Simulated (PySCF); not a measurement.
Cost of response and excited-state runs on `C=C(C)[P+]1([B-](F)(F)F)CCSCC1`, C₇H₁₃BF₃PS

Molfile (atoms numbered from 1):
```
C7H13BF3PS
     RDKit          3D

 26 26  0  0  0  0  0  0  0  0999 V2000
   -1.6698   -0.8131   -1.5464 C   0  0  0  0  0  0  0  0  0  0  0  0
   -1.2631    0.1578   -0.7382 C   0  0  0  0  0  0  0  0  0  0  0  0
   -1.7771    1.5635   -0.8068 C   0  0  0  0  0  0  0  0  0  0  0  0
   -0.1883   -0.1609    0.6960 P   0  0  0  0  0  0  0  0  0  0  0  0
   -1.1820   -0.2441    2.5303 B   0  0  0  0  0  0  0  0  0  0  0  0
   -0.1758   -0.2687    3.4416 F   0  0  0  0  0  0  0  0  0  0  0  0
   -1.9288    0.8897    2.5737 F   0  0  0  0  0  0  0  0  0  0  0  0
   -1.9134   -1.3839    2.4896 F   0  0  0  0  0  0  0  0  0  0  0  0
    0.8022   -1.6708    0.3429 C   0  0  0  0  0  0  0  0  0  0  0  0
    1.6690   -1.5643   -0.9023 C   0  0  0  0  0  0  0  0  0  0  0  0
    2.9778   -0.3114   -0.7276 S   0  0  0  0  0  0  0  0  0  0  0  0
    1.9227    1.1668   -0.6063 C   0  0  0  0  0  0  0  0  0  0  0  0
    1.0884    1.1666    0.6649 C   0  0  0  0  0  0  0  0  0  0  0  0
   -2.3778   -0.6206   -2.3365 H   0  0  0  0  0  0  0  0  0  0  0  0
   -1.3290   -1.8302   -1.4550 H   0  0  0  0  0  0  0  0  0  0  0  0
   -2.6102    1.6345   -1.5019 H   0  0  0  0  0  0  0  0  0  0  0  0
   -2.1134    1.8755    0.1826 H   0  0  0  0  0  0  0  0  0  0  0  0
   -0.9964    2.2520   -1.1310 H   0  0  0  0  0  0  0  0  0  0  0  0
    1.4280   -1.8376    1.2263 H   0  0  0  0  0  0  0  0  0  0  0  0
    0.1119   -2.5161    0.2663 H   0  0  0  0  0  0  0  0  0  0  0  0
    2.1956   -2.5013   -1.0837 H   0  0  0  0  0  0  0  0  0  0  0  0
    1.0814   -1.3089   -1.7850 H   0  0  0  0  0  0  0  0  0  0  0  0
    2.6128    2.0106   -0.6151 H   0  0  0  0  0  0  0  0  0  0  0  0
    1.3013    1.2050   -1.5028 H   0  0  0  0  0  0  0  0  0  0  0  0
    1.7285    1.0045    1.5381 H   0  0  0  0  0  0  0  0  0  0  0  0
    0.5843    2.1278    0.7998 H   0  0  0  0  0  0  0  0  0  0  0  0
  1  2  2  0
  2  3  1  0
  2  4  1  0
  4  5  1  0
  5  6  1  0
  5  7  1  0
  5  8  1  0
  4  9  1  0
  9 10  1  0
 10 11  1  0
 11 12  1  0
 12 13  1  0
 13  4  1  0
  1 14  1  0
  1 15  1  0
  3 16  1  0
  3 17  1  0
  3 18  1  0
  9 19  1  0
  9 20  1  0
 10 21  1  0
 10 22  1  0
 12 23  1  0
 12 24  1  0
 13 25  1  0
 13 26  1  0
M  CHG  2   4   1   5  -1
M  END
```

PySCF with density fitting, on 1 thread of an Arm Neoverse V2, shared host. Command: `OMP_NUM_THREADS=1 python excited_run.py task.json out`

How long does this run take, and how much memory?
- excited states, B3LYP/def2-SVP; Tamm-Dancoff; spin-orbit couplings; 10 states; 4 triplets; quadratic response for 4 states; core not frozen; SCF tolerance 1e-08 Eh


| run | level | basis functions | wall time | peak memory (GiB) |
| --- | --- | --- | --- | --- |
| excited states | B3LYP/def2-SVP | 255 | 110 s | 1.3 |

Times from a shared host are rough.
